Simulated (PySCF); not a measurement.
Record of a relaxation.

In(H2S)H3.
Bonds: In1–S2. Hydrogens: H5, H6, H7 on In1; H3, H4 on S2.

Computed by this run: PBE0-D3(BJ)/def2-SVP geometry optimisation, gas phase, def2 core potentials past Kr (PySCF); density fitting, grid level 1; the optimiser is geomeTRIC in internal coordinates, started from a GFN2-xTB structure with every atom displaced at random (about 0.03 Å). The frame can shift and turn from step to step; on so coarse a grid that alone can change the energy by a few meV, and forces under 0.02 eV/Å are noise.

Step 0: E = -16081.8967 eV, largest atomic force 4.784 eV/Å
```
atom  x, y, z in Å  |  force x, y, z in eV/Å
In1     0.197   -0.301   -1.088   -1.202   1.454  -0.359
S2      0.131   -0.272    1.606    4.251  -1.548   0.442
H3      0.449    1.017    1.623    0.476   0.609   0.064
H4     -1.049    0.055    1.627   -4.691   0.937   0.085
H5      1.799   -0.201   -1.376    1.445   0.068  -0.139
H6     -0.733    1.264   -1.120    0.329  -0.534   0.012
H7     -0.702   -1.663   -1.341   -0.609  -0.986  -0.104
```

Step 1: E = -16082.3750 eV, largest atomic force 0.380 eV/Å
```
atom  x, y, z in Å  |  force x, y, z in eV/Å
In1     0.175   -0.262   -1.148    0.007  -0.102  -0.366
S2      0.152   -0.257    1.643    0.045   0.030   0.185
H3      0.522    1.044    1.692   -0.038  -0.062   0.034
H4     -1.165    0.043    1.693    0.033   0.009   0.008
H5      1.905   -0.171   -1.416   -0.218  -0.078   0.100
H6     -0.731    1.224   -1.160   -0.018   0.098  -0.024
H7     -0.765   -1.724   -1.373    0.188   0.105   0.063
```

Step 2: E = -16082.3940 eV, largest atomic force 0.208 eV/Å
```
atom  x, y, z in Å  |  force x, y, z in eV/Å
In1     0.168   -0.250   -1.178   -0.104   0.057  -0.171
S2      0.159   -0.260    1.652   -0.053   0.018   0.082
H3      0.526    1.039    1.720   -0.016  -0.016   0.028
H4     -1.161    0.040    1.714    0.091  -0.012   0.009
H5      1.890   -0.193   -1.401   -0.041  -0.020   0.043
H6     -0.748    1.240   -1.204    0.059  -0.017  -0.017
H7     -0.742   -1.720   -1.373    0.065  -0.010   0.025
```

Step 3: E = -16082.4019 eV, largest atomic force 0.076 eV/Å
```
atom  x, y, z in Å  |  force x, y, z in eV/Å
In1     0.153   -0.239   -1.211   -0.074   0.013  -0.013
S2      0.164   -0.263    1.662   -0.056   0.007  -0.015
H3      0.527    1.035    1.758    0.006   0.010   0.018
H4     -1.153    0.036    1.745    0.052  -0.016   0.014
H5      1.873   -0.199   -1.387    0.070   0.000   0.003
H6     -0.746    1.251   -1.261    0.004   0.029  -0.009
H7     -0.725   -1.724   -1.373   -0.002  -0.043   0.003
```

Step 4: E = -16082.4031 eV, largest atomic force 0.046 eV/Å
```
atom  x, y, z in Å  |  force x, y, z in eV/Å
In1     0.146   -0.235   -1.223   -0.035   0.021   0.021
S2      0.165   -0.264    1.663   -0.019   0.008  -0.040
H3      0.528    1.033    1.773    0.005   0.003   0.011
H4     -1.150    0.032    1.760    0.009  -0.007   0.016
H5      1.872   -0.199   -1.382    0.024   0.002  -0.002
H6     -0.746    1.262   -1.287    0.017  -0.016  -0.005
H7     -0.722   -1.730   -1.373   -0.001  -0.010   0.000
```

Step 5: E = -16082.4034 eV, largest atomic force 0.042 eV/Å
```
atom  x, y, z in Å  |  force x, y, z in eV/Å
In1     0.143   -0.233   -1.227    0.007  -0.003   0.026
S2      0.164   -0.264    1.660    0.001   0.006  -0.041
H3      0.528    1.032    1.781    0.002  -0.002   0.008
H4     -1.150    0.029    1.771   -0.008  -0.001   0.014
H5      1.872   -0.197   -1.381   -0.002  -0.001  -0.001
H6     -0.744    1.264   -1.300   -0.001   0.000  -0.004
H7     -0.721   -1.732   -1.372    0.000   0.001  -0.001
```

Step 6: E = -16082.4037 eV, largest atomic force 0.034 eV/Å
```
atom  x, y, z in Å  |  force x, y, z in eV/Å
In1     0.140   -0.232   -1.230    0.026  -0.010   0.019
S2      0.164   -0.264    1.654    0.012   0.003  -0.029
H3      0.528    1.030    1.787   -0.001  -0.004   0.004
H4     -1.149    0.026    1.782   -0.013   0.002   0.009
H5      1.871   -0.196   -1.379   -0.017  -0.002   0.001
H6     -0.743    1.266   -1.312   -0.007   0.002  -0.003
H7     -0.720   -1.733   -1.372    0.001   0.008  -0.001
```

Step 7: E = -16082.4039 eV, largest atomic force 0.025 eV/Å
```
atom  x, y, z in Å  |  force x, y, z in eV/Å
In1     0.140   -0.230   -1.230    0.023  -0.008   0.006
S2      0.163   -0.264    1.647    0.011   0.000  -0.008
H3      0.529    1.029    1.792   -0.002  -0.003   0.001
H4     -1.149    0.023    1.793   -0.009   0.002   0.002
H5      1.871   -0.196   -1.376   -0.015  -0.001   0.002
H6     -0.743    1.268   -1.323   -0.007   0.002  -0.002
H7     -0.719   -1.733   -1.371   -0.001   0.007  -0.001
```

**Question.** Summarise the path.

**Answer.** The energy falls by 48.94 kJ/mol from step 0 to step 7; nine tenths of that is first reached at step 1. It falls at every step. The largest force goes from 4.784 to 0.025 eV/Å. Among the bonds In1–S2 changes most, from 2.694 to 2.877 Å; the atoms move by 0.150 Å rms after alignment.

What follows is the cost of the whole optimisation. Hardware: an Intel Xeon Platinum 8488C with one thread, no GPU, shared host with 96 logical CPUs at a one-minute load of 51. Cost: 18 s wall, 0.28 GiB resident at most.
